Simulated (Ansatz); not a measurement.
Wavefunction ladder for `[NH2][AlH][SiH2]S`

```csv
atom,x (Å),y (Å),z (Å)
N1,2.068,-1.062,-0.048
Al2,0.617,-0.398,0.708
Si3,-0.878,1.043,-0.589
S4,-2.878,0.251,-0.366
H5,2.363,-0.876,-0.993
H6,2.712,-1.696,0.398
H7,0.293,-0.818,2.204
H8,-0.846,2.489,-0.220
H9,-0.650,0.976,-2.059
H10,-2.801,0.092,0.966
```

Charge 0, multiplicity 1. Geometry: relaxed with PBE0-D4/def2-TZVP. It is one conformer, not always the lowest. Frozen core, restricted reference, the Gaussian-basis code of Ansatz. CBS rows extrapolate triple and quadruple zeta; past MP2 they add the triple-zeta difference.

```csv
basis,HF (Eh),MP2 corr.,CCSD corr.,(T),CCSD(T) total
def2-SVP,-986.04535,-0.46568,-0.52357,-0.01405,-986.58297
def2-TZVPP,-986.44310,-0.59732,-0.65351,-0.02607,-987.12268
def2-QZVPP,-986.47341,-0.64428,–,–,–
CBS(def2),-986.47759,-0.67907,-0.73525,as TZ,-987.23891
```
